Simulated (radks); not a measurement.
Results of a calculation; reference values are marked as such.
Eu51+, 12 electrons, occupied as [Ne] 3s2.

Level of theory: scalar-relativistic Kohn-Sham, r2SCAN, spin-polarised, spherical densities, finite nucleus; meta-GGA in the generalised Kohn-Sham scheme; Fermi nuclear charge, rms radius 5.1115 fm (a radial shooting solver on a logarithmic mesh with Libxc functionals).

Energy parts (eV):
| part | energy |
|---|---|
| total | -221018.61 |
| kinetic | 241005.63 |
| electron-nucleus | -479905.14 |
| Hartree | 21120.59 |
| exchange-correlation | -3239.67 |

Orbitals (lengths in bohr, moments of r in powers of bohr):
orbital,occ.,eigenvalue (eV),<r>,<1/r>
1s,2,-52214.76,0.02230,70.25
2s,2,-11537.72,0.09354,16.57
2p,6,-10702.46,0.08228,15.47
3s,2,-4700.517,0.2247,6.762

The highest occupied level is 3s at -4700.5 eV. For comparison, the ionisation energy in NIST's Atomic Spectra Database is 4729 eV (theoretical). In exact Kohn-Sham theory the highest level is minus the ionisation energy, but local and semilocal functionals leave it too shallow, through self-interaction and a potential that decays too fast; potentials with the right tail come closer. The density falls to 0.001 e/bohr^3 at r = 0.61 bohr.
